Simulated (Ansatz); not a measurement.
Consider the hydrogenolysis of a Ge–Si bond: `[CH3][GeH2][SiH2]Cl` + H₂ → `[CH3][GeH3]` + `[SiH3]Cl`.

Isolated molecules relaxed with PBE0-D4/def2-TZVP in Ansatz; ΔE leaves out vibrations. CCSD(T)/CBS adds triple-zeta CCSD(T) − MP2 to the extrapolated MP2 energy (def2 sets, frozen cores). This one scheme is used for every species. Functionals use def2-TZVPP. B3LYP here is the variant with VWN-RPA as its local correlation; programs differ in this. For Ge outer-core shells are correlated without core-valence functions, which leaves a few kJ/mol of doubt a bond. Scalar relativity is left out up to krypton. One conformer a species, not always the lowest.

`[CH3][GeH2][SiH2]Cl`:

```xyz
11

C     1.663   -0.519    0.328
Ge   -0.266   -0.643    0.627
Si   -1.399    1.018   -0.647
Cl   -0.779    0.857   -2.614
H     2.179   -1.310    0.872
H     2.038    0.446    0.670
H     1.879   -0.623   -0.736
H    -0.595   -0.447    2.121
H    -0.784   -2.031    0.203
H    -2.875    0.858   -0.629
H    -1.062    2.392   -0.193
```

H₂:

Z-matrix (Å, degrees):
```
H
H 1 0.746
```

`[CH3][GeH3]`:

Cartesian coordinates in Å:
```
C 0.205 -0.270 -0.979
Ge -0.182 0.239 0.866
H -0.066 0.537 -1.659
H 1.268 -0.484 -1.097
H -0.362 -1.161 -1.252
H 0.613 1.499 1.253
H 0.205 -0.897 1.830
H -1.682 0.536 1.038
```

`[SiH3]Cl`:

Z-matrix (Å, degrees):
```
Si
Cl 1 2.054
H 1 1.481 2 108.5
H 1 1.481 2 108.5 3 -120.0
H 1 1.481 2 108.5 3 120.0
```

CCSD(T)/CBS gives -0.7 kcal/mol.

(1) Another level gave -0.6 kcal/mol. Which?
A. PBE-D4/def2-TZVPP
B. SCS-MP2/def2-TZVPP
C. B3LYP-D4/def2-TZVPP
D. ωB97M-V/def2-TZVPP

Largest T1 diagnostic among the species: 0.010.

Answers

(1) C. B3LYP-D4 -0.6, ωB97M-V -1.7, SCS-MP2/def2-TZVPP -2.7, PBE-D4 2.0 kcal/mol.

The D4 term adds +3.1 kcal/mol with B3LYP and +1.8 kcal/mol with PBE0; it sums over pairs of atoms, weighted by their polarisabilities, and B3LYP, whose exchange is more repulsive, gets the larger term. In def2-TZVPP, CCSD(T) changes the Hartree–Fock value by +7.3 kcal/mol (the triples alone add +1.3 kcal/mol) and MP2 by +8.2 kcal/mol. From PBE to PBE0 (25 % exact exchange), in def2-TZVPP and without D4, ΔE moves by −1.3 kcal/mol.
